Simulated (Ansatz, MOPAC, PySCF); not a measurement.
Dimer: C2H4 (SMILES C=C) (first 6 atoms) with H4OSi (SMILES O[SiH3]); geometry from B3LYP-D3(BJ)/def2-TZVP, rigid monomers moved along the line of their centres of mass till H4···O7 is 3.04 Å.
(charge 0, multiplicity 1):
```xyz
12

C     -0.3552    -0.4689    -0.0182
C      0.4663     0.5705     0.0029
H     -1.1645    -0.5394    -0.7351
H     -0.2469    -1.2837     0.6863
H      1.2720     0.6355     0.7235
H      0.3667     1.3942    -0.6938
O      0.6923    -0.9865     3.5658
Si    -0.3212     0.2065     4.1073
H      1.5641    -1.0548     3.9617
H     -0.4221     0.1755     5.5887
H     -1.6384    -0.0673     3.5053
H      0.1522     1.5532     3.7077
```

Monomers are frozen at their geometry in the pair; levels with a basis set take the counterpoise correction. Rows marked so take none.

Cores are frozen in the correlated methods. Rows in 3-21G carry no dispersion term and start afresh at each structure. The state reached by AM1, PM7 isn't checked; PM7 holds dispersion and hydrogen-bond terms.

Programs: Ansatz (Gaussian basis) for Hartree–Fock, density functionals and correlated methods; MOPAC for AM1, PM7 (differences of heats of formation); PySCF for 3-21G rows. Each number belongs to the level named beside it.

**Question.** One of these levels gives 2.0 meV for the interaction energy. Which?
(A) HF/3-21G (no counterpoise)
(B) PM7
(C) AM1
(D) SCS-MP2/aug-cc-pV(D+d)Z

**Answer.** C, AM1. The others give -26.0 (PM7), -67.7 (HF/3-21G (no counterpoise)), -42.4 (SCS-MP2/aug-cc-pV(D+d)Z)

Ansatz is a first-principles code.
